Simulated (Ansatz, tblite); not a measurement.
Isomers of Cu3H3 (singlet), found by a short tight-binding search and relaxed with PBE-D4/def2-SVP in Ansatz.

The xTB rows come from tblite. HSE06 is defined as in plane-wave codes, on full-range PBE exchange.

Run but left out: HF/def2-TZVP, MP2/def2-TZVP, CCSD/def2-TZVP, CCSD(T)/def2-TZVP (B: restricted singlet, unstable towards broken spin symmetry).

B: The restricted singlet is unstable towards broken spin symmetry in Hartree–Fock (as tested in another run); at PBE-D4/def2-TZVP, r2SCAN-D4/def2-TZVP, B97M-V/def2-TZVP, PBE0-D4/def2-TZVP and others this wasn't settled.

Other spin states were run for one of them alone.

A:

Cartesian coordinates in Å:
```
Cu 2.130 -1.707 -0.944
Cu 0.447 -0.378 -0.031
Cu -1.245 0.965 0.823
H -2.254 1.901 0.185
H -0.114 -0.075 1.460
H 1.036 -0.707 -1.493
```

B:

```xyz
6

Cu   -0.7899    0.7094   -1.5683
Cu    1.4212   -0.1703   -1.2402
Cu   -0.1170   -0.0999    0.5203
H    -1.4941    0.5513   -0.0634
H    -0.4454   -0.3804    1.9816
H     1.4251   -0.6101    0.3699
```

C:

```xyz
6

Cu    1.179   -0.570   -0.290
Cu   -0.332    0.242    1.276
Cu   -0.847    0.328   -0.986
H     1.194   -0.462    1.391
H    -1.662    0.803    0.409
H     0.468   -0.341   -1.800
```

Task: Estimate which lies lowest at each level, and how far above it the others are (kJ/mol).

Result: 
```csv
level,A,B,C
GFN1-xTB,129.9,92.2,0.0
GFN2-xTB,84.3,251.5,0.0
PBE-D4/def2-TZVP,107.6,109.4,0.0
r2SCAN-D4/def2-TZVP,122.8,125.6,0.0
B97M-V/def2-TZVP,118.0,132.9,0.0
PBE0-D4/def2-TZVP,133.2,158.2,0.0
HSE06-D4/def2-TZVP,132.0,156.1,0.0
```
Point groups (tolerance 0.1 Å): A Cs, B not assigned, C D3h. Lower isomers may exist.
